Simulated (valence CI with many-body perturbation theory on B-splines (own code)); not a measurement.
## Hg³⁰⁺: electric-dipole lines

Calculated by configuration interaction combined with many-body perturbation theory (CI+MBPT): four valence electrons over a frozen Dirac-Fock core [Kr] 4d10, radial functions for each j: 7 s, 7 p, 7 d, 7 f, 4 g, 2 h, with the one-electron correlation potential Σ1 (screened to all orders), the two-electron term Σ2, the three-electron term Σ3, Breit, model QED; selected single and double excitations, second order for the rest, scaled by the run's own slope (own B-spline code, finite nucleus).

The last digits are not significant, and no measured levels were compared; by estimate large intervals hold to a few tenths of a per cent, small ones and those within an open d or f shell to about a per cent. Excitations out of the core, of the other parity, are not computed and may begin above about 190 eV (a cautious bound); beyond it only levels of the ground parity were kept, without lifetimes.

Lines 201 to 250 of 392 in falling wavelength, among levels below 1531200 cm⁻¹, chosen from the strongest by gf and those to the six lowest levels. Wavelengths and rates use the calculated energies. Electric multipoles are in the length gauge, E1 and E2 with the static RPA response of the core. Weak lines are less certain than strong ones. Lines between different terms over intervals too small for the method are left out, as are lines whose strength nearly cancels. Where a level lies close to another of its J and parity, the split of strength between their lines is uncertain. The highest levels of a list are the least certain.

Levels are named by their leading jj configuration (3d3/2^4 stands for four electrons in 3d with j = 3/2), which in mixed levels can hold well under half, so a name can repeat and another be missing. Letters in brackets count levels of one name in rising energy.

```csv
λ vac (nm),Upper,Lower,A (s⁻¹),S (a.u.) with core polarisation,S without
7.829,(4f5/2^2 4f7/2 5s) J=5 [a],(4f5/2 4f7/2^3) J=4 [b],7.24e+04,1.89e-07,3.37e-07
7.818,(4f5/2^2 4f7/2 5s) J=7 [b],(4f5/2 4f7/2^3) J=7 [c],1.12e+05,3.98e-07,1.25e-06
7.813,(4f5/2^2 4f7/2 5s) J=6 [b],(4f5/2 4f7/2^3) J=5 [d],3.69e+04,1.13e-07,1.50e-07
7.791,(4f5/2^2 4f7/2 5s) J=5 [b],(4f5/2 4f7/2^3) J=4 [d],2.92e+04,7.49e-08,2.27e-07
7.791,(4f5/2^2 4f7/2 5s) J=3 [b],(4f5/2^2 4f7/2^2) J=2 [f],1.17e+05,1.91e-07,3.44e-07
7.775,(4f5/2^2 4f7/2 5s) J=2 [b],(4f5/2 4f7/2^3) J=3 [b],4.92e+04,5.71e-08,1.38e-07
7.762,(4f5/2^2 4f7/2 5s) J=3 [b],(4f5/2 4f7/2^3) J=4 [e],7.92e+04,1.28e-07,9.08e-08
7.746,(4f5/2^2 4f7/2 5s) J=6 [c],(4f5/2 4f7/2^3) J=7 [c],3.10e+04,9.25e-08,7.75e-08
7.743,(4f5/2^2 4f7/2 5s) J=7 [a],(4f5/2 4f7/2^3) J=6 [b],2.75e+04,9.47e-08,1.56e-07
7.734,(4f5/2 4f7/2^2 5s) J=6,(4f5/2 4f7/2^3) J=7 [c],2.44e+04,7.25e-08,2.57e-08
7.731,(4f5/2^2 4f7/2 5s) J=5 [a],(4f5/2^3 4f7/2) J=4 [b],2.27e+05,5.69e-07,9.54e-07
7.722,(4f5/2^2 4f7/2 5s) J=6 [a],(4f5/2^2 4f7/2^2) J=5 [d],4.98e+04,1.47e-07,2.59e-07
7.716,(4f5/2^2 4f7/2 5s) J=3 [c],(4f5/2^2 4f7/2^2) J=2 [f],5.76e+04,9.15e-08,2.31e-07
7.713,(4f5/2^2 4f7/2 5s) J=1,(4f5/2^2 4f7/2^2) J=1 [b],2.02e+05,1.37e-07,4.25e-07
7.704,(4f5/2^2 4f7/2 5s) J=7 [b],(4f5/2^2 4f7/2^2) J=6 [e],9.66e+04,3.27e-07,8.79e-07
7.703,(4f5/2^2 4f7/2 5s) J=4 [a],(4f5/2 4f7/2^3) J=5 [c],8.17e+04,1.66e-07,1.10e-07
7.700,(4f5/2^2 4f7/2 5s) J=5 [a],(4f5/2 4f7/2^3) J=5 [a],2.65e+04,6.57e-08,3.67e-07
7.691,(4f5/2^2 4f7/2 5s) J=6 [b],(4f5/2 4f7/2^3) J=6 [b],5.97e+04,1.74e-07,6.08e-07
7.687,(4f5/2^2 4f7/2 5s) J=3 [c],(4f5/2 4f7/2^3) J=4 [e],3.76e+04,5.91e-08,3.70e-08
7.677,(4f5/2^2 4f7/2 5s) J=5 [a],(4f5/2^3 4f7/2) J=6 [b],4.38e+04,1.08e-07,3.55e-08
7.677,(4f5/2^2 4f7/2 5s) J=5 [a],(4f5/2^2 4f7/2^2) J=4 [e],5.21e+04,1.28e-07,2.34e-07
7.675,(4f5/2^2 4f7/2 5s) J=4 [b],(4f5/2 4f7/2^3) J=4 [c],5.80e+04,1.16e-07,9.11e-08
7.667,(4f5/2 4f7/2^2 5s) J=6,(4f5/2^2 4f7/2^2) J=5 [e],1.20e+05,3.47e-07,5.18e-07
7.666,(4f5/2^3 5s) J=5,(4f5/2^2 4f7/2^2) J=4 [c],4.53e+04,1.11e-07,1.44e-07
7.665,(4f5/2^2 4f7/2 5s) J=6 [b],(4f5/2 4f7/2^3) J=5 [c],2.56e+05,7.40e-07,1.36e-06
7.655,(4f5/2^2 4f7/2 5s) J=6 [b],(4f5/2^2 4f7/2^2) J=7 [c],5.19e+04,1.50e-07,3.50e-08
7.648,(4f5/2^2 4f7/2 5s) J=7 [b],(4f5/2 4f7/2^3) J=6 [c],2.45e+05,8.10e-07,1.42e-06
7.644,(4f5/2^2 4f7/2 5s) J=6 [b],(4f5/2 4f7/2^3) J=5 [b],2.56e+04,7.34e-08,1.57e-07
7.621,(4f5/2 4f7/2^2 5s) J=7,(4f5/2^2 4f7/2^2) J=6 [e],3.77e+04,1.23e-07,7.62e-08
7.609,(4f5/2^2 4f7/2 5s) J=6 [c],(4f5/2 4f7/2^3) J=5 [d],2.31e+04,6.53e-08,5.02e-08
7.598,(4f5/2 4f7/2^2 5s) J=6,(4f5/2 4f7/2^3) J=5 [d],1.31e+05,3.70e-07,5.49e-07
7.586,(4f5/2^2 4f7/2 5s) J=4 [a],(4f5/2^3 4f7/2) J=4 [b],5.61e+04,1.09e-07,1.91e-07
7.579,(4f5/2^2 4f7/2 5s) J=6 [c],(4f5/2 4f7/2^3) J=6 [c],3.68e+04,1.03e-07,3.76e-07
7.568,(4f5/2 4f7/2^2 5s) J=6,(4f5/2 4f7/2^3) J=6 [c],6.42e+04,1.79e-07,7.38e-08
7.564,(4f5/2^2 4f7/2 5s) J=1,(4f5/2^2 4f7/2^2) J=0 [b],3.71e+05,2.38e-07,2.32e-07
7.561,(4f5/2^2 4f7/2 5s) J=7 [b],(4f5/2 4f7/2^3) J=6 [b],2.06e+04,6.59e-08,4.13e-08
7.560,(4f5/2^2 4f7/2 5s) J=1,(4f5/2^2 4f7/2^2) J=2 [e],2.04e+05,1.30e-07,2.93e-08
7.559,(4f5/2^2 4f7/2 5s) J=5 [b],(4f5/2^2 4f7/2^2) J=5 [d],2.65e+04,6.21e-08,2.07e-08
7.557,(4f5/2^2 4f7/2 5s) J=4 [a],(4f5/2 4f7/2^3) J=5 [a],6.68e+04,1.28e-07,4.79e-08
7.547,(4f5/2^2 4f7/2 5s) J=7 [b],(4f5/2 4f7/2^3) J=7 [b],4.51e+04,1.43e-07,6.86e-08
7.537,(4f5/2 4f7/2^2 5s) J=5,(4f5/2 4f7/2^3) J=4 [c],4.36e+04,1.01e-07,4.30e-08
7.530,(4f5/2^2 4f7/2 5s) J=5 [b],(4f5/2^2 4f7/2^2) J=4 [e],7.13e+04,1.65e-07,6.31e-08
7.527,(4f5/2^2 4f7/2 5s) J=6 [b],(4f5/2^2 4f7/2^2) J=5 [d],1.68e+05,4.60e-07,7.96e-07
7.504,(4f5/2^3 5s) J=2 [a],(4f5/2^2 4f7/2^2) J=2 [c],8.30e+04,8.65e-08,1.18e-07
7.499,(4f5/2^2 4f7/2 5s) J=4 [b],(4f5/2^3 4f7/2) J=4 [b],4.58e+04,8.57e-08,2.88e-07
7.486,(4f5/2^2 4f7/2 5s) J=4 [a],(4f5/2^2 4f7/2^2) J=3 [c],5.63e+04,1.05e-07,7.48e-08
7.482,(4f5/2 4f7/2^2 5s) J=7,(4f5/2 4f7/2^3) J=6 [b],6.71e+04,2.08e-07,2.33e-07
7.481,(4f5/2^2 4f7/2 5s) J=8,(4f5/2 4f7/2^3) J=9,1.89e+04,6.63e-08,3.45e-07
7.479,(4f5/2^2 4f7/2 5s) J=3 [b],(4f5/2 4f7/2^3) J=3 [a],5.70e+04,8.24e-08,2.89e-07
7.474,(4f5/2^2 4f7/2 5s) J=7 [b],(4f5/2 4f7/2^3) J=6 [a],3.09e+04,9.56e-08,5.90e-08
```
